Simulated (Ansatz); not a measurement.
Input file for Ansatz (an electronic-structure program): U-PBE0/def2-TZVPP on AlSe, 2S+1 = 2, a spin state set in the input, which need not be the lowest.

Ansatz 0.2 input:
```yaml
crystal:
  periodic: [false, false, false]
  atoms:
    - {symbol: Al, position_ang: [0.00000000, 0.00000000, 0.00000000]}
    - {symbol: Se, position_ang: [0.00000000, 0.00000000, 2.28900000]}
basis:
  gaussian:
    orbitals: def2-TZVPP
hamiltonian:
  xc: {name: PBE0}
magnetization: {spin_polarized: true, initial_magnetization: 1}
relax: {f_tol: 0.002, max_steps: 120}
```

Q: What total energy does the run end on?

A: -2643.5938 hartree.

Q: How many basis functions does it have, and what does it roughly cost on one machine?

A: 90 functions; very roughly 18 core-seconds.
